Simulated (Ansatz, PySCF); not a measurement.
Noncovalent pair: PH3 (SMILES P) (first 4 atoms) with HI (SMILES I); geometry from B3LYP-D3(BJ)/def2-TZVP.
(charge 0, multiplicity 1):
```xyz
6

P     -0.496    -0.553     0.414
H     -1.848    -0.670     0.010
H     -0.162     0.400    -0.579
H     -0.054    -1.666    -0.342
I      0.551    -0.028     4.459
H      0.150    -0.232     2.892
```

Monomers are frozen at their geometry in the pair; levels with a basis set take the counterpoise correction.

Run with Ansatz (an electronic-structure program); PySCF for the dispersion terms. Each number belongs to the level named beside it. In def2 rows elements past Kr take small-core potentials, without spin–orbit coupling.

### Question
One of these levels gives 0.42 kcal/mol for the interaction energy. Which one is it?
(A) HF/def2-SVPD
(B) BHLYP-D4/def2-TZVPPD
(C) BLYP-D3(BJ)/def2-TZVPPD
(D) B97M-V/def2-TZVPPD

### Answer
A, HF/def2-SVPD. The others give -2.95 (BLYP-D3(BJ)/def2-TZVPPD), -1.88 (B97M-V/def2-TZVPPD), -2.38 (BHLYP-D4/def2-TZVPPD)
